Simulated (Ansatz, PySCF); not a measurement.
PySCF was given this input:
```python
from pyscf import gto, scf

mol = gto.Mole()
mol.atom = '''
    Hf    0.02003494   -0.04142502    0.04666408
    O     1.50219233   -0.12177492   -1.07532677
    H     1.50657928    0.40421577   -1.88523804
    O    -0.47977780   -0.81968077    1.65944460
    H    -1.34165278   -0.58759156    2.02775851
    O    -1.11915871    1.14542333   -0.81548044
    H    -0.83348867    1.53423643   -1.65143302
'''
mol.basis = 'def2-svpd'
mol.ecp = {'Hf': 'def2-svpd'}
mol.spin = 1
mol.verbose = 4
mol.build()

mf = scf.UHF(mol)
mf.kernel()
```

Q: Give the equivalent Ansatz (a first-principles code) input.

A: This is not unique; one that fits is 
Ansatz 0.2 input:
```yaml
crystal:
  periodic: [false, false, false]
  atoms:
    - {symbol: Hf, position_ang: [0.02003494, -0.04142502, 0.04666408]}
    - {symbol: O, position_ang: [1.50219233, -0.12177492, -1.07532677]}
    - {symbol: H, position_ang: [1.50657928, 0.40421577, -1.88523804]}
    - {symbol: O, position_ang: [-0.47977780, -0.81968077, 1.65944460]}
    - {symbol: H, position_ang: [-1.34165278, -0.58759156, 2.02775851]}
    - {symbol: O, position_ang: [-1.11915871, 1.14542333, -0.81548044]}
    - {symbol: H, position_ang: [-0.83348867, 1.53423643, -1.65143302]}
basis:
  gaussian:
    orbitals: def2-SVPD
hamiltonian:
  xc: hf
magnetization: {spin_polarized: true, initial_magnetization: 1}
accuracy: high
```

Both were run: PySCF gave -273.768144 Eh and Ansatz -273.768144 Eh, 0.000 mEh apart.
